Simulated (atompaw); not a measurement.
## Reading a pseudo-wave (lithium (Li))

Columns: radius, all-electron u(r) and pseudo u(r) of the 2p shell (level -1.09 eV) of lithium in the configuration [He] 2s1 2p0; PBE, scalar-relativistic, PAW (atompaw) scheme, atompaw 4.2.0.5.

| r (bohr) | all-electron | pseudo |
| --- | --- | --- |
| 0.115 | 0.0053 | 0.0019 |
| 0.231 | 0.0183 | 0.0078 |
| 0.346 | 0.0356 | 0.0173 |
| 0.462 | 0.0556 | 0.0303 |
| 0.577 | 0.0769 | 0.0463 |
| 0.692 | 0.0989 | 0.0649 |
| 0.808 | 0.1211 | 0.0859 |
| 0.923 | 0.1430 | 0.1083 |
| 1.038 | 0.1645 | 0.1319 |
| 1.154 | 0.1855 | 0.1562 |
| 1.269 | 0.2057 | 0.1804 |
| 1.385 | 0.2252 | 0.2045 |
| 1.500 | 0.2436 | 0.2277 |
| 1.615 | 0.2610 | 0.2498 |
| 1.731 | 0.2777 | 0.2708 |
| 1.846 | 0.2937 | 0.2902 |
| 1.962 | 0.3095 | 0.3082 |
| 2.077 | 0.3245 | 0.3245 |
| 2.192 | 0.3386 | 0.3393 |
| 2.308 | 0.3520 | 0.3529 |
| 2.423 | 0.3642 | 0.3651 |
| 2.538 | 0.3755 | 0.3761 |
| 2.654 | 0.3858 | 0.3861 |
| 2.769 | 0.3950 | 0.3951 |
| 2.885 | 0.4032 | 0.4032 |
| 3.000 | 0.4103 | 0.4103 |

Question: How many radial nodes do the two functions have?

Answer: The all-electron 2p function has n − l − 1 = 0; the pseudo-wave has 0.

Question: Is the pseudo-wave norm-conserving?

Answer: No, it belongs to a PAW set: the norm inside the radius is not constrained, and the difference is carried by the augmentation charge.
